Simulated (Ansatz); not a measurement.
The lowest singlet and triplet of Cl2Ge (SMILES [Cl][Ge][Cl]); geometries from B3LYP-D3(BJ)/def2-TZVP, each state relaxed from the structure named, with no frequency check.
Singlet (charge 0, multiplicity 1):
```xyz
3

Cl    -1.69380    -0.68511     0.00000
Ge    -0.00050     0.72668     0.00000
Cl     1.69475    -0.68275     0.00000
```
Triplet (charge 0, multiplicity 3):
| atom | x (Å) | y (Å) | z (Å) |
|---|---|---|---|
| Cl | -1.8779 | -0.5407 | 0.0000 |
| Ge | -0.0004 | 0.5732 | 0.0000 |
| Cl | 1.8786 | -0.5382 | 0.0000 |

```
level                                        gap E(singlet) − E(triplet), adiabatic (kcal/mol)  cost
-------------------------------------------  -------------------------------------------------  ----
R-HF/def2-QZVPP                                                                         -44.67     -
R-SVWN5/def2-TZVPP                                                                      -64.22  ×0.7
R-PBE/def2-TZVPP                                                                        -60.89    ×1
U-PBE0/def2-TZVPP                                                                       -58.78  ×0.8
R-wB97X-V/def2-TZVPP                                                                    -62.98    ×1
U-wB97M-V/def2-TZVPP                                                                    -63.48    ×2
U-B2PLYP/def2-TZVPP                                                                     -61.95  ×0.9
R-MP2/def2-SVP                                                                          -56.43     -
R-MP2/def2-TZVPP                                                                        -58.80     -
U-MP2/def2-TZVPP                                                                        -58.80     -
U-MP2/def2-QZVPP                                                                        -59.90     -
R-CCSD/def2-SVP                                                                         -57.23     -
U-CCSD/def2-TZVPP                                                                       -58.49     -
U-CCSD/def2-QZVPP                                                                       -59.26     -
R-CCSD(T)/def2-TZVPP                                                                    -59.29    ×2
R-CCSDT/def2-SVP                                                                        -57.80     -
SC-NEVPT2 on SA-CASSCF(2,2)/def2-TZVPP                                                  -60.05     -
FIC-NEVPT4(SD) on SA-CASSCF(2,2)/def2-TZVPP                                             -59.91     -
FIC-MRCISD+Q on SA-CASSCF(2,2)/def2-TZVPP                                               -59.50     -
FIC-MRCISD+Q on SA-CASSCF(2,2)/def2-QZVPP                                               -60.34     -
```

The rows run from -64.22 (R-SVWN5/def2-TZVPP) to -44.67 kcal/mol (R-HF/def2-QZVPP). From def2-TZVPP to def2-QZVPP U-MP2 changes by -1.11. The 3 U-functionals in def2-TZVPP without D3 or D4 span 4.70, from U-wB97M-V to U-PBE0.

A positive gap puts the triplet lower; no zero-point energy. R- takes a restricted singlet. U- takes an unrestricted singlet (broken symmetry where lower, unprojected). The triplet is unrestricted in single-reference levels. Active spaces average the two states.

Cores are frozen in the correlated methods. Filled d and f shells under p-block atoms count as core.

The values were computed with Ansatz (an electronic-structure program). 

Costs are rough ratios of core time to R-PBE/def2-TZVPP (about 23 s over the structures, on one shared machine); a dash marks a level with no comparable run of its own. 

Measured: singlet below triplet (a) by 22315 ± 2 cm-1 = 63.8 kcal/mol (with zero-point energy) [Jacox, NIST Chemistry WebBook].
